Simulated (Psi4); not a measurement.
furan (C4H4O), singlet, at a GFN2-xTB geometry. Base run: CCSD/STO-3G run with Psi4 1.11.

The Psi4 input:
```
memory 2 GB

molecule {
0 1
O    -0.00798452   -0.00251073    1.15090764
C    -0.00772947    1.07855182    0.35476202
C     0.00283925   -1.08008955    0.35012622
C     0.00316098    0.71058145   -0.95411083
C     0.01009858   -0.70641198   -0.95715390
H    -0.01572036    2.03941226    0.82982610
H     0.00426721   -2.04301371    0.82105887
H     0.00592920    1.35759045   -1.80703656
H     0.01918407   -1.34969359   -1.81285061
}

set {
  basis sto-3g
}

energy('ccsd')
print_variables()
```

Task: The base was run again with changes. Order these runs by total energy, lowest first: method = mp3 | method = mp2.5 | method = dlpno-mp2 | method = ccsd(t) | freeze_core = on.

Result: method = ccsd(t) (ΔE vs base (mEh) -8.029), freeze_core = on (ΔE vs base (mEh) 1.686), method = mp3 (ΔE vs base (mEh) 14.322), method = mp2.5 (ΔE vs base (mEh) 32.204), method = dlpno-mp2 (ΔE vs base (mEh) 50.121)
